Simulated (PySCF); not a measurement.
**Ionisation energy of In(47+) by level of theory**

In(47+) 1s2 (1S) → In(48+) 1s1 (2S), as a difference of total energies. Computed with PySCF 2.14 in an uncontracted even-tempered set (17 s from 94 bohr⁻², ratio 2.2; 7 p from 140 bohr⁻², ratio 2.4; 4 d from 430 bohr⁻², ratio 2.4; 3 f from 640 bohr⁻², ratio 2.4; 3 g from 960 bohr⁻², ratio 2.4), with scalar relativity by spin-free X2C-1e. Correlated levels: nothing frozen; virtual orbitals above 40 to 60 times the deepest correlated orbital energy dropped. The calculations carry no spin-orbit coupling.

```tsv
method	ionisation energy (eV)
UHF	32888.4
LDA	32833.8
PBE	32885.0
PBE0	32886.1
r2SCAN	32891.8
revPBE	32891.5
M06-2X	32894.2
MP2 (all electrons)	32889.9
SCS-MP2 (all electrons)	32890.2
```

For this ion Breit and QED terms and the two-electron picture change, all absent here, outweigh the differences among the correlated methods.

For comparison: 32837.6 eV (theoretical estimate listed by NIST; NIST Atomic Spectra Database, ionization energies).
